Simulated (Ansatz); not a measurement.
Stretching the Si2–Cl1 bond in Cl2H2Si (SMILES Cl[SiH2]Cl) (multiplicity 1 held, fragments rigid). Energies count from the point at 2.052 Å.
Geometry at that point (charge 0, multiplicity 1):
| atom | x (Å) | y (Å) | z (Å) |
|---|---|---|---|
| Cl | -1.6761 | 0.4337 | -0.0037 |
| Si | -0.0115 | -0.7660 | 0.0237 |
| Cl | 1.6883 | 0.3828 | -0.0216 |
| H | -0.0165 | -1.5412 | 1.2727 |
| H | -0.0307 | -1.6168 | -1.1749 |

Unrestricted levels (U-) break spin symmetry where that is lower. Active spaces are followed from a long bond inwards. Curves can end on different states.

Correlated levels freeze the cores.

Run with Ansatz (a program for electronic structure). Each number belongs to the level named beside it.

**Question.** Estimate the energy at R = 6.567 Å that SC-NEVPT2 on CASSCF(6,4)/cc-pV(D+d)Z returns for this input.

**Answer.** 102.8 kcal/mol

**Question.** Estimate the energy at R = 6.567 Å that FIC-MRCISD+Q on CASSCF(6,4)/cc-pV(D+d)Z returns for this input.

**Answer.** 101.2 kcal/mol

**Question.** Give the energy at R = 6.567 Å at the level U-MP2/cc-pV(D+d)Z.

**Answer.** 106.2 kcal/mol

Doubts at one or more of the structures used: a spin-contaminated determinant (U-MP2/cc-pV(D+d)Z); active orbitals that take no part (SC-NEVPT2 on CASSCF(6,4)/cc-pV(D+d)Z, FIC-MRCISD+Q on CASSCF(6,4)/cc-pV(D+d)Z).
